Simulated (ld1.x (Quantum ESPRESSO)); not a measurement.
Before and after: TM potential for Mo (Z = 42)

* Element: Mo
* Generator: ld1.x (Quantum ESPRESSO) 7.5
* Type: norm-conserving Troullier–Martins (Kleinman–Bylander form)
* Functional: LDA (PZ)
* Relativity: scalar-relativistic
* Frozen core: [Ar] 3d10
* Valence charge: 14
* Reference configuration: 4s2 4p6 4d4 5s0 5p0 (charge +2)
* Partial waves: 4p (bound): rc 1.15 bohr; 4d (bound): rc 2.10 bohr; 4s (bound): rc 1.70 bohr
* Local potential: the s channel
* Core correction: none

All-electron outer shells of the reference configuration (LDA (PZ), scalar-relativistic, ld1.x):

| shell | level (eV) | outermost node (bohr) | outermost maximum (bohr) |
| --- | --- | --- | --- |
| 3d | -240.00 | – | 0.32 |
| 4s | -82.87 | 0.51 | 0.99 |
| 4p | -56.89 | 0.52 | 1.06 |
| 4d | -21.06 | 0.53 | 1.35 |
| 5s | -18.01 | 1.32 | 2.59 |
| 5p | -12.82 | 1.49 | 3.08 |

Change: all radii scaled by about 0.74 (s 1.26, p 0.86, d 1.56 bohr).

Cutoffs: the cutoffs (Ry, on a coarse ladder) from which the occupation-weighted sum of valence levels, in a spherical-Bessel basis at the reference potential, stays within 10 and 1 mRy of its value at 400 Ry; they do not see the model core or the augmentation charge, which bear on the density cutoff. Errors are all-electron minus pseudo energies relative to the spin-unpolarised reference configuration.

**Question.** Predict the effect on cutoff, ghosts and configuration errors.

**Answer.** The number of tests that count goes from 9 to 7; of the 7 tests that both files solve, the error grows in 0 and shrinks in 6 by more than 15 % and 0.3 meV (median size 147.9 → 109.0 meV); neither file shows a bound ghost at the reference potential, the only one tested. Less of the atom is replaced, so other configurations are described better.

```csv
quantity,base,changed
"cutoff, loose",90 Ry,260 Ry
"cutoff, tight",140 Ry,over 300 Ry
loose cutoff by channel (10 mRy a level),"p 55 Ry, d 30 Ry, s 30 Ry","p 160 Ry, d 35 Ry, s 80 Ry"
bound ghosts,none,none
"tests counted (converged, no solver errors)",9 of 9,7 of 9
"error for 4s2 4p6 4d5 5s1 5p0, meV [ΔE -22.89 eV]",+877,+109
"error for 4s2 4p6 4d5 5s0 5p0, meV [ΔE -15.70 eV]",+18,+3.3
"error for 4s2 4p6 4d3 5s0 5p0, meV [ΔE 26.96 eV]",+30,+6.8
"error for 4s1 4p6 4d5 5s1 5p0, meV [ΔE 47.42 eV]",+1396,+182
"error for 4s2 4p6 4d4 5s2 5p0, meV [ΔE -22.75 eV]",+2028,+258
"error for 4s2 4p6 4d5 5s0 5p1, meV [ΔE -19.64 eV]",+142,+57
"error for 4s2 4p6 4d4 5s0 5p0 (spin-polarised), meV [ΔE -2.48 eV]",+148,+130
```

Changed file: Tests not counted: 4s2 4p6 4d2 5s0 5p0 (solver errors, printed error +38 meV); 4s2 4p6 4d5 5s1 5p0 (spin-polarised) (solver errors, printed error +263 meV).
